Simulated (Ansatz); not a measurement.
Ansatz results at the PBE0-D4/def2-TZVP geometry: LUMO energy (PBE/def2-TZVPP) -1.46 eV; size of the dipole moment (B3LYP/def2-TZVPP) 1.72 D; HOMO–LUMO gap (ωB97M-V/def2-TZVPP) 9.46 eV.

Each molecule was computed in one conformer, which needn't be the lowest.

**Question.** Which molecule gave them?
A. `NC[S][GeH3]`
B. `[OH][SbH][Br]`
C. `C=[C](N)[SnH2][F]`
D. `N=C=N[SiH2][GaH2]`

**Answer.** C. The others give `N=C=N[SiH2][GaH2]`: -3.04, 1.53, 8.59; `[OH][SbH][Br]`: -2.28, 2.78, 9.87; `NC[S][GeH3]`: -0.63, 2.32, 11.01.

B3LYP here is the variant with VWN-RPA as its local correlation; programs differ in this.
